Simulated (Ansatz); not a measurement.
`C#C[SiH2]C=O` + `O=C(O)CS` → `O=C[SiH2]CS` + `C#CC(=O)O`  (formal exchange of groups at the Si–C bond)

Calculated with Ansatz (gas phase, PBE0-D4/def2-TZVP geometries, no zero-point term in ΔE). CCSD(T)/CBS adds triple-zeta CCSD(T) − MP2 to the extrapolated MP2 energy (def2 sets, frozen cores). Functionals use def2-TZVPP. B3LYP here is the variant with VWN-RPA as its local correlation; programs differ in this. Each species was taken in one conformer, which may not be the lowest.

Task: Is it downhill or uphill in electronic energy at CCSD(T)/CBS, and by how much? (Best estimate.)

Result: Computed: Uphill: ΔE = +0.44 eV.

Task: What do these levels give: r2SCAN-D4, PBE0-D4, B3LYP-D4, ωB97X-V, ωB97M-V, B2PLYP, r2SCAN, PBE0, B3LYP, HF/def2-TZVPP, SCS-MP2/def2-TZVPP, CCSD/CBS(def2)? (An estimate is asked.)

Result: Computed: r2SCAN-D4 0.37, PBE0-D4 0.36, B3LYP-D4 0.38, ωB97X-V 0.43, ωB97M-V 0.42, B2PLYP 0.43, r2SCAN 0.38, PBE0 0.38, B3LYP 0.42, HF/def2-TZVPP 0.61, SCS-MP2/def2-TZVPP 0.46, CCSD/CBS(def2) 0.47 eV.

Largest T1 diagnostic among the species: 0.016.

The D4 term adds −0.04 eV with B3LYP and −0.02 eV with PBE0; it sums over pairs of atoms, weighted by their polarisabilities, and B3LYP, whose exchange is more repulsive, gets the larger term. In def2-TZVPP, CCSD(T) changes the Hartree–Fock value by −0.17 eV (the triples alone add −0.03 eV) and MP2 by −0.19 eV. From PBE to PBE0 (25 % exact exchange), in def2-TZVPP and without D4, ΔE moves by +0.05 eV.
